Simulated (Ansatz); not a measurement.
Input file:

```yaml
crystal:
  periodic: [false, false, false]
  atoms:
    - { symbol: "N", position_ang: [-0.4102, 1.828, -0.789] }
    - { symbol: B, position_ang: [0.0979, 0.5271, -1.2448] }
    - { symbol: Se, position_ang: [1.7167, -0.2125, -0.3746] }
    - { symbol: Si, position_ang: [0.5385, -1.3076, 1.1627] }
    - { symbol: H, position_ang: [-1.00445, 0.90667, -1.34302] }
    - { symbol: H, position_ang: [-0.757, 1.7808, 0.193] }
    - { symbol: H, position_ang: [-0.392, -0.074, -2.1112] }
    - { symbol: H, position_ang: [-0.4005, -2.2286, 0.4622] }
    - { symbol: H, position_ang: [-0.3237, -0.3309, 1.9786] }
    - { symbol: H, position_ang: [1.3351, -2.0739, 2.1035] }
basis:
  gaussian: { orbitals: def2-SVP }
hamiltonian:
  xc: b3lyp
  dispersion: d4
relax:
  f_tol: 0.02
  max_steps: 50
output:
  orbitals: {}
```

Launched with:

```bash
$ ansatz run input.yaml --threads 2 --pin off --max-ram 3072MiB --backend cpu --events-out ev --progress --plain --runs-dir out
```

Hardware: 2 threads of Arm Neoverse V2 (shared host).

Task: Roughly how long does this run take, and how much memory?

Result: 56 s, with a peak of 0.25 GiB, for 17 ionic steps.
